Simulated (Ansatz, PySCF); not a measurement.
Ansatz (an electronic-structure program) was given this input:
Ansatz 0.2 input:
```yaml
crystal:
  periodic: [false, false, false]
  atoms:
    - {symbol: F, position_ang: [-0.00000000, -0.00000000, -0.09325170]}
    - {symbol: H, position_ang: [0.00000000, 0.00000000, 0.83926531]}
basis:
  gaussian:
    orbitals: STO-3G
hamiltonian:
  xc: {name: BHLYP}
accuracy: high
```

Q: Convert this to an input for PySCF.

A: This is not unique; one that fits is 
```python
from pyscf import gto, scf, dft

mol = gto.M(
    atom='''
F    -0.000000   -0.000000   -0.093252
H     0.000000    0.000000    0.839265
''',
    basis='sto-3g',
    charge=0,
    spin=0,
    verbose=3,
)

mf = dft.RKS(mol)
mf.xc = 'bhandhlyp'
mf.grids.atom_grid = (99, 590)
mf.grids.prune = None
mf.kernel()
```

Both were run: Ansatz gave -98.910018 Eh and PySCF -98.910018 Eh, 0.000 mEh apart.
